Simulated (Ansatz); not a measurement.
# Nudged elastic band run: C$_{3}$H$_{11}$GeN

Input:

```yaml
crystal:
  periodic: [false, false, false]
  atoms:
    - { symbol: C, position_ang: [0.013987, 1.201423, -0.994501] }
    - { symbol: C, position_ang: [0.093653, 0.146215, 0.103822] }
    - { symbol: C, position_ang: [1.327875, -0.737383, -0.093345] }
    - { symbol: "N", position_ang: [0.068593, 0.830302, 1.393278] }
    - { symbol: Ge, position_ang: [-1.565063, -0.950248, 0.068462] }
    - { symbol: H, position_ang: [0.916988, 1.840024, -0.971824] }
    - { symbol: H, position_ang: [-0.040293, 0.749222, -1.996626] }
    - { symbol: H, position_ang: [-0.859397, 1.855428, -0.854043] }
    - { symbol: H, position_ang: [1.403527, -1.508365, 0.691149] }
    - { symbol: H, position_ang: [2.245066, -0.122264, -0.04398] }
    - { symbol: H, position_ang: [1.322738, -1.25147, -1.068023] }
    - { symbol: H, position_ang: [0.221958, 0.16895, 2.153388] }
    - { symbol: H, position_ang: [0.835238, 1.504637, 1.444403] }
    - { symbol: H, position_ang: [-1.593826, -1.878001, -1.167601] }
    - { symbol: H, position_ang: [-2.80541, -0.039413, 0.043059] }
    - { symbol: H, position_ang: [-1.608535, -1.83156, 1.336683] }
basis:
  gaussian: { orbitals: def2-SVP }
hamiltonian:
  xc: pbe0
neb:
  order_check: false
  images: 7
  f_tol: 0.05
  max_iterations: 45
  initial_path: idpp
  final_atoms:
    - { symbol: C, position_ang: [0.0611638, 1.19425368, -1.03387586] }
    - { symbol: C, position_ang: [0.1793045, 0.15898166, 0.07921508] }
    - { symbol: C, position_ang: [1.39568988, -0.7319307, -0.1472372] }
    - { symbol: "N", position_ang: [0.35784463, 0.86497607, 1.34448179] }
    - { symbol: Ge, position_ang: [-1.47533182, -0.9632004, 0.13157861] }
    - { symbol: H, position_ang: [0.96075406, 1.83276365, -1.04052818] }
    - { symbol: H, position_ang: [-0.03867651, 0.71818668, -2.02128114] }
    - { symbol: H, position_ang: [-0.8121718, 1.85099433, -0.88833418] }
    - { symbol: H, position_ang: [1.50100666, -1.48754328, 0.64849887] }
    - { symbol: H, position_ang: [2.31026309, -0.11507961, -0.14409856] }
    - { symbol: H, position_ang: [1.33478817, -1.26444554, -1.10865779] }
    - { symbol: H, position_ang: [-0.43615324, 1.47133894, 1.5443538] }
    - { symbol: H, position_ang: [0.43527281, 0.21289542, 2.12358084] }
    - { symbol: H, position_ang: [-1.76098039, -1.75530076, -1.16540996] }
    - { symbol: H, position_ang: [-2.68381515, -0.04322193, 0.42039224] }
    - { symbol: H, position_ang: [-1.3518597, -1.96617122, 1.30162263] }
```

Launched with:

```bash
$ ansatz run input.yaml --threads 2 --pin off --max-ram 3072MiB --backend cpu --events-out ev --progress --plain --runs-dir out
```

Output, in part (warnings, iteration lines, the closing report on the highest movable image, with atoms numbered from 0):

```
NEB end point (image 0): max|allowed force component| = 9.842e-3 eV/Å (the criterion of neb.relax_end_points is 1.000e-2)
NEB end point (image 8): max|allowed force component| = 6.815e-3 eV/Å (the criterion of neb.relax_end_points is 1.000e-2)
NEB iter   1: max|band force component| = 1.364e0 eV/Å  barrier→ = 0.2967 eV  barrier← = 0.3117 eV  Δτ_max = 0.1284 Å  (234 SCF iters)
NEB iter   2: max|band force component| = 7.200e-1 eV/Å  barrier→ = 0.2013 eV  barrier← = 0.2163 eV  Δτ_max = 0.0533 Å  (194 SCF iters)
NEB iter   3: max|band force component| = 2.684e-1 eV/Å  barrier→ = 0.1724 eV  barrier← = 0.1874 eV  CI = image 4  Δτ_max = 0.0430 Å  (190 SCF iters)
NEB iter   4: max|band force component| = 1.019e-1 eV/Å  barrier→ = 0.1689 eV  barrier← = 0.1839 eV  CI = image 4  Δτ_max = 0.0171 Å  (188 SCF iters)
NEB iter   5: max|band force component| = 4.319e-2 eV/Å  barrier→ = 0.1682 eV  barrier← = 0.1832 eV  CI = image 4  Δτ_max = 0.0000 Å  (345 SCF iters)
Total energy: -61274.89010608 eV, -2251.8106777863 hartree
Atom 0 at    -0.087921     1.180306    -1.077470 Å, force     0.001048    -0.005273     0.005963 eV/Å
Atom 1 at     0.107000     0.205981     0.088570 Å, force     0.002138    -0.012316    -0.024932 eV/Å
Atom 2 at     1.384972    -0.608768    -0.121676 Å, force     0.001538     0.012169     0.011890 eV/Å
Atom 3 at     0.174473     0.959465     1.343943 Å, force     0.003721     0.043267    -0.028070 eV/Å
Atom 4 at    -1.432998    -1.052292     0.136935 Å, force    -0.008077    -0.006185     0.001645 eV/Å
Atom 5 at     0.769853     1.872545    -1.129877 Å, force     0.001597    -0.000419     0.000649 eV/Å
Atom 6 at    -0.170549     0.661637    -2.046749 Å, force     0.000679    -0.000033    -0.002330 eV/Å
Atom 7 at    -0.990299     1.791816    -0.928401 Å, force     0.001797    -0.001661    -0.000055 eV/Å
Atom 8 at     1.534275    -1.350317     0.679871 Å, force    -0.002206     0.000452    -0.000121 eV/Å
Atom 9 at     2.261104     0.066131    -0.123338 Å, force    -0.002351    -0.003178    -0.000103 eV/Å
Atom 10 at     1.385081    -1.141528    -1.085236 Å, force    -0.003590    -0.000687     0.001921 eV/Å
Atom 11 at    -0.511862     0.681059     2.038500 Å, force     0.006345    -0.015315     0.006036 eV/Å
Atom 12 at     1.091042     0.873469     1.774834 Å, force    -0.003331    -0.008891     0.024647 eV/Å
Atom 13 at    -1.502321    -1.901480    -1.148603 Å, force    -0.003724     0.006779    -0.005407 eV/Å
Atom 14 at    -2.752994    -0.267353     0.290147 Å, force    -0.000258    -0.000150     0.008429 eV/Å
Atom 15 at    -1.281756    -1.993173     1.352851 Å, force     0.004673    -0.008561    -0.000160 eV/Å
Dipole moment:     0.178519    -0.125122     0.097311 e Å
```

The forces met the threshold. A vibrational analysis at the climbing image gives one clearly imaginary mode, 342i cm⁻¹: a first-order saddle point.

Final band (atoms are numbered from 1 in the order of the input):

| image | path coordinate (Å) | energy (eV) | dihedral Ge5–C2–N4–H12 (°) |
| --- | --- | --- | --- |
| 0 | 0.00 | 0.000 | 70 |
| 1 | 0.35 | 0.020 | 56 |
| 2 | 0.69 | 0.076 | 39 |
| 3 | 1.04 | 0.141 | 22 |
| 4 | 1.39 | 0.168 | 4 |
| 5 | 1.75 | 0.137 | -14 |
| 6 | 2.11 | 0.068 | -30 |
| 7 | 2.47 | 0.007 | -46 |
| 8 | 2.83 | -0.015 | -60 |

Time of the run: 3.5 min on 2 threads of Arm Neoverse V2, on a shared host, peak memory 0.45 GiB.
